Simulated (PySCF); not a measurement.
**How methods differ on the electron affinity of Bi**

Bi⁻ [Xe] 4f14 5d10 6s2 6p4 (3P) → Bi [Xe] 4f14 5d10 6s2 6p3 (4S), as a difference of total energies. Computed with PySCF 2.14 in aug-cc-pVQZ-PP with one added diffuse shell each of s, p, d, f, g type with ECP60MDF (8s8p6d4f3g, 117 functions), with scalar relativity through the core potential. Correlated levels: valence: 5s2 5p6 5d10 frozen. The calculations carry no spin-orbit coupling.

```json
{"method": "UHF", "electron affinity (eV)": "-0.174", "difference from reference (eV)": "-1.116"}
{"method": "LDA", "electron affinity (eV)": "1.152", "difference from reference (eV)": "+0.210"}
{"method": "PBE", "electron affinity (eV)": "0.917", "difference from reference (eV)": "-0.025"}
{"method": "PBE0", "electron affinity (eV)": "0.815", "difference from reference (eV)": "-0.127"}
{"method": "r2SCAN", "electron affinity (eV)": "0.816", "difference from reference (eV)": "-0.126"}
{"method": "MN15", "electron affinity (eV)": "0.997", "difference from reference (eV)": "+0.055"}
{"method": "LC-wPBE", "electron affinity (eV)": "0.705", "difference from reference (eV)": "-0.237"}
{"method": "revPBE", "electron affinity (eV)": "0.842", "difference from reference (eV)": "-0.100"}
{"method": "MP2 (valence)", "electron affinity (eV)": "0.584", "difference from reference (eV)": "-0.358"}
{"method": "SCS-MP2 (valence)", "electron affinity (eV)": "0.652", "difference from reference (eV)": "-0.290"}
```

Reference: 0.942 eV (measured; photodetachment measurements, as compiled on the Wikipedia data page of electron affinities).

Spin-orbit coupling is strong in these open shells (close to jj coupling). The scalar numbers leave it out and a first-order estimate fails, so it can dominate the gap to the real levels.

Errors of the correlated levels include the incompleteness of this basis and the frozen core.

A negative affinity means that the anion lies above the atom at that level of theory.

In the anion the highest occupied orbital energy is positive at LDA, PBE, PBE0, r2SCAN, MN15, revPBE, a self-interaction effect; the basis confines that electron, and the energy difference can still be sensible.
